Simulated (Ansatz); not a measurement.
C2H6BN, SMILES `BCN=C`, relaxed with RKS PBE-D4/def2-SVP in Ansatz 0.2.0 from a rough embedded geometry. The force threshold is 0.03 eV/Å; the program also tests the step.

The species carries charge 0 and has multiplicity 1.

Start:

```xyz
10

B    -1.632   -0.281   -0.631
C    -0.250    0.314   -0.370
N     0.450   -0.597    0.477
C     1.729   -0.284    0.894
H    -2.287    0.143   -1.596
H    -2.352   -0.626    0.268
H     0.308    0.448   -1.324
H    -0.333    1.348    0.122
H     2.175   -1.029    1.574
H     2.191    0.564    0.587
```

Problem. How much energy does the relaxation release, and in how many steps? (An estimate is asked.)

Solution. The calculation gave: 110.52 kJ/mol, in 20 steps, 4 of them rejected.

Problem. Which bonds change most? (An estimate is asked.)

Solution. The calculation gave: N3–C4 from 1.382 to 1.275 Å; C4–H10 from 1.014 to 1.121 Å; B1–C2 from 1.527 to 1.560 Å; B1–H5 from 1.241 to 1.218 Å.

Problem. Give the relaxed structure. (Best estimate.)

Solution. Ansatz gave: 
```xyz
10

B    -1.583   -0.218   -0.644
C    -0.271    0.486   -0.177
N     0.412   -0.095    0.949
C     1.642   -0.407    0.821
H    -2.101    0.165   -1.677
H    -2.132   -1.061    0.038
H     0.391    0.801   -1.027
H    -0.770    1.441    0.160
H     2.177   -0.880    1.669
H     2.235   -0.232   -0.113
```
